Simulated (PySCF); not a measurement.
Identify the unknown among the candidates.

All candidates are C2H8FPSi2.

| technique | computed result |
| --- | --- |
| Dipole | 1.90 D [B3LYP/def2-SVPD] |
| 13C NMR | chemical shifts (computed TMS as zero) by class: 164.7 (1 C), 150.3 (1 C) ppm [GIAO PBE0/pcSseg-1] |
| Triplet | lowest triplet excitation (Tamm–Dancoff): 3.99 eV [TDA B3LYP/def2-SVPD] |
| 1H NMR | chemical shifts (computed TMS as zero) by class: 7.63 (1 H), 7.24 (1 H), 6.30 (1 H), 4.06 (3 H), 1.36 (2 H) ppm [GIAO PBE0/pcSseg-1] |
| Polarisability | 104.1 au [B3LYP/def2-SVPD] |
| UV, first state | lowest singlet excitation: 5.11 eV (242 nm, f = 0.046) [TDDFT B3LYP/def2-SVPD] |
| UV, strongest line | among the 8 lowest singlet transitions: S4 at 6.16 eV (201 nm, f = 0.195) [TDDFT B3LYP/def2-SVPD] |
| NMR, other nuclei | isotropic shieldings of nuclei other than C and H, by class: 384 (1 F), 329 (1 Si), 436 (1 Si), 610 (1 P) ppm [GIAO PBE0/pcSseg-1] |
| Rotational structure | rotational constants A, B, C: 2.502, 1.019, 0.813 GHz [GFN2-xTB] |

Gas-phase values; electronic properties from PySCF, density fitting. Levels stand in brackets. The structure is a single GFN2-xTB conformer in the gas phase; no vibrational or solvent corrections. GFN2-xTB frequencies show an imaginary mode (54i cm⁻¹), so this geometry is no minimum at that level. NMR classes are plain means over equivalent atoms (diastereotopic ones count apart unless rotation or inversion swaps them), as if these changed places fast.

Question: Which candidate is it?
A. `F/C([SiH3])=C/[SiH2]P`
B. `F[Si@H](P)/C=C\[SiH3]`
C. `C=C[SiH2]P[SiH2]F`
D. `C=C[SiH2][Si@H](F)P`

Answer: B. It is `F[Si@H](P)/C=C\[SiH3]`. Numbering: `[F:1][Si@H:2]([PH2:3])/[CH:4]=[CH:5]\[SiH3:6]`. 2 carbons fall into 2 classes; from least to most shielded: alkene CH carbon [C4] (164.7 ppm), alkene CH carbon [C5] (150.3 ppm). Hydrogen classes from least to most shielded: 1 H on an alkene CH carbon, C4 (7.63 ppm), 1 H on an alkene CH carbon, C5 (7.24 ppm), 1 H on a fluorine-bound silicon, Si2 (6.30 ppm), 3 H on an SiH3 silicon, Si6 (4.06 ppm), 2 H on a three-coordinate phosphorus, P3 (1.36 ppm). The other shieldings belong to: 384 ppm, silicon-bound fluorine [F1]; 329 ppm, fluorine-bound silicon [Si2]; 436 ppm, SiH3 silicon [Si6]; 610 ppm, three-coordinate phosphorus [P3]. S1 is mainly HOMO→LUMO (weight 0.96); the largest Löwdin shares of the orbital it empties are 0.58 on the three-coordinate phosphorus, 0.15 on the fluorine-bound silicon and 0.06 on each of 2 atoms of one kind (P–H hydrogen), of the orbital it fills 0.31 on an alkene CH carbon, 0.29 on an alkene CH carbon, 0.11 on the SiH3 silicon and 0.09 on the fluorine-bound silicon. The optimised geometry has point group C1 and is an asymmetric top.

The others, at the same levels:
- `C=C[SiH2][Si@H](F)P` fails: its computed 13C shifts are 147.0 (1 C), 136.7 (1 C) ppm, 1H shifts are 6.54 (1 H), 6.49 (1 H), 6.49 (1 H), 6.39 (1 H), 4.39 (1 H), 4.05 (1 H), 1.07 (2 H) ppm and lowest singlet excitation is 5.38 eV (230 nm, f = 0.041) (against 5.11 eV).
- `F/C([SiH3])=C/[SiH2]P` fails: its computed 13C shifts are 185.0 (1 C), 119.4 (1 C) ppm, 1H shifts are 6.36 (1 H), 4.78 (2 H), 4.20 (3 H), 1.13 (2 H) ppm and static isotropic polarisability is 107.4 au (against 104.1 au).
- `C=C[SiH2]P[SiH2]F` fails: its computed 13C shifts are 145.2 (1 C), 138.7 (1 C) ppm, 1H shifts are 6.53 (1 H), 6.32 (1 H), 6.29 (1 H), 5.70 (2 H), 4.55 (2 H), 0.97 (1 H) ppm and lowest singlet excitation is 5.47 eV (227 nm, f = 0.018) (against 5.11 eV).

Each candidate is one conformer, not necessarily the lowest. The conformers computed, where there is a choice (atom-mapped SMILES and torsion angles):
- `[F:1][Si@H:2]([PH2:3])/[CH:4]=[CH:5]\[SiH3:6]`: F1–Si2–C4–C5 -165°, H–P3–Si2–F1 165°, H–P3–Si2–F1 72°
- `[CH2:1]=[CH:2][SiH2:3][Si@H:4]([F:5])[PH2:6]`: C1–C2–Si3–Si4 7°, C2–Si3–Si4–F5 -56°, H–P6–Si4–Si3 41°, H–P6–Si4–Si3 -52°
- `[F:1]/[C:2]([SiH3:3])=[CH:4]/[SiH2:5][PH2:6]`: C2–C4–Si5–P6 77°, H–P6–Si5–C4 -74°, H–P6–Si5–C4 -167°
- `[CH2:1]=[CH:2][SiH2:3][PH:4][SiH2:5][F:6]`: C1–C2–Si3–P4 -141°, C2–Si3–P4–Si5 167°, Si3–P4–Si5–F6 -173°
